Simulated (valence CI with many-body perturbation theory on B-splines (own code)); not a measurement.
**Te XXXI: calculated level list**

Computed by valence CI with perturbative core correlation (CI+MBPT): four valence electrons over a frozen Dirac-Fock core [Ar], a basis of 7 s, 7 p, 8 d, 6 f, 4 g, 1 h functions for each j, with the one-electron correlation potential Σ1, the two-electron term Σ2, the three-electron term Σ3, Breit, model QED; selected CI, second order for the rest, scaled by the run's own slope (own B-spline code, finite nucleus).

The last digits are not significant, and no measured levels were compared; by estimate large intervals hold to a few tenths of a per cent, small ones and those within an open d or f shell to about a per cent. Only levels of the ground parity were solved; by the run's estimate the other parity begins above the list, which can be wrong where configurations are misplaced.

Levels 1 to 32 of 32, with energies above the lowest level, (3d3/2^4) J=0. "Leading %" is the weight of the configuration and term that name the level; weights of strongly mixed levels are sums over their largest components and can fall short, so below about 35 % the name and the second component can differ from the true leading terms, or belong to a minority configuration. In the jj column 3d3/2^4 stands for four electrons in 3d with j = 3/2. Lifetimes count E1, E2, E3, M1 and M2 decay at the calculated energies, and are blank where another channel may lead or the interval is too uncertain; long ones can be off by a factor of two.

```
No.  Configuration  Term  J  E (cm⁻¹)  Leading %      g  Second component  Lifetime              Leading jj
  1            3d4    3P  0         0         47              46 % 3d4 5D                    3d3/2^4 (90 %)
  2            3d4    5D  1     61611         75  1.495       25 % 3d4 3P    129 μs    3d3/2^3 3d5/2 (92 %)
  3            3d4    5D  2    100900         81  1.422        6 % 3d4 3P    412 μs    3d3/2^3 3d5/2 (52 %)
  4            3d4    3F  4    122880         32  1.211       32 % 3d4 5D   18600 s    3d3/2^3 3d5/2 (82 %)
  5            3d4    5D  3    123150         67  1.364       17 % 3d4 3F   2.71 ms    3d3/2^3 3d5/2 (52 %)
  6            3d4    5D  0    176100         52              30 % 3d4 3P   18.8 μs  3d3/2^2 3d5/2^2 (87 %)
  7            3d4    3H  4    186360         45  1.108       39 % 3d4 5D    103 μs  3d3/2^2 3d5/2^2 (76 %)
  8            3d4    3G  3    207230         58  0.966       21 % 3d4 5D   64.4 μs  3d3/2^2 3d5/2^2 (59 %)
  9            3d4    3F  2    209090         51  0.928       21 % 3d4 1D   38.3 μs  3d3/2^2 3d5/2^2 (63 %)
 10            3d4    3H  5    222830         72  1.075       28 % 3d4 3G    157 μs  3d3/2^2 3d5/2^2 (99 %)
 11            3d4    3P  1    229540         63  1.291       20 % 3d4 3D   33.4 μs  3d3/2^2 3d5/2^2 (78 %)
 12            3d4    3H  6    237170         63  1.100       37 % 3d4 1I   33.0 ms  3d3/2^2 3d5/2^2 (95 %)
 13            3d4    3G  4    257040         65  1.027       29 % 3d4 1G    285 μs  3d3/2^2 3d5/2^2 (91 %)
 14            3d4    3D  2    263610         44  1.178       35 % 3d4 3P    198 μs  3d3/2^2 3d5/2^2 (86 %)
 15            3d4    3D  3    268410         42  1.169       40 % 3d4 3F            3d3/2^2 3d5/2^2 (78 %)
 16            3d4    3F  4    290190         40  1.169       24 % 3d4 5D   28.3 μs    3d3/2 3d5/2^3 (66 %)
 17            3d4    1D  2    313910         34  1.082       34 % 3d4 3P   23.8 μs  3d3/2^2 3d5/2^2 (57 %)
 18            3d4    3F  3    314370         46  1.085       25 % 3d4 3G   22.0 μs    3d3/2 3d5/2^3 (85 %)
 19            3d4    3G  5    333790         72  1.149       28 % 3d4 3H   51.0 μs    3d3/2 3d5/2^3 (99 %)
 20            3d4    3D  1    339990         76  0.734       17 % 3d4 3P   16.1 μs    3d3/2 3d5/2^3 (84 %)
 21            3d4    1I  6    343100         63  1.057       37 % 3d4 3H   52.3 μs    3d3/2 3d5/2^3 (95 %)
 22            3d4    3F  4    362880         54  1.119       35 % 3d4 1G            3d3/2^2 3d5/2^2 (73 %)
 23            3d4    1S  0    374040         63              36 % 3d4 3P   24.2 μs    3d3/2 3d5/2^3 (82 %)
 24            3d4    3P  2    375370         59  1.293       22 % 3d4 3D   36.7 μs  3d3/2^2 3d5/2^2 (52 %)
 25            3d4    1F  3    393060         50  1.077       28 % 3d4 3D   30.4 μs    3d3/2 3d5/2^3 (89 %)
 26            3d4    3F  2    399200         44  1.071       42 % 3d4 3P   30.6 μs  3d3/2^2 3d5/2^2 (54 %)
 27            3d4    1G  4    451390         48  1.094       36 % 3d4 3F   13.3 μs          3d5/2^4 (67 %)
 28            3d4    3F  3    457640         72  1.063       25 % 3d4 1F              3d3/2 3d5/2^3 (98 %)
 29            3d4    3P  1    462380         96  1.464                     20.8 μs    3d3/2 3d5/2^3 (94 %)
 30            3d4    1D  2    466940         44  0.992       31 % 3d4 3F   21.0 μs          3d5/2^4 (49 %)
 31            3d4    3P  0    479270         70              29 % 3d4 1S            3d3/2^2 3d5/2^2 (58 %)
 32            3d4    1G  4    481570         56  1.090       34 % 3d4 3F   20.2 μs    3d3/2 3d5/2^3 (75 %)
```

The ionisation energy to 3d3 4F_3/2 of the next ion comes out as 1803.4 eV (NIST: 1803 ± 4 eV (theoretical)). All 32 levels together are meant to be complete up to 498440 cm⁻¹.
